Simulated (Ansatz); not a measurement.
Harmonic frequencies (cm⁻¹) at PBE0-D4/def2-TZVP from Ansatz: 70, 143, 241, 261, 423, 462, 601, 603, 619, 1202, 1781, 1793, 1804, 2716, 2730.

Task: Which molecule is it?
A. `[SH2+][InH3-]`
B. `[F][In-]([F])([F])[SH2+]`
C. `Cl[B-](Cl)(Cl)[AsH3+]`
D. `[BH3-][SH2+]`

Result: A.
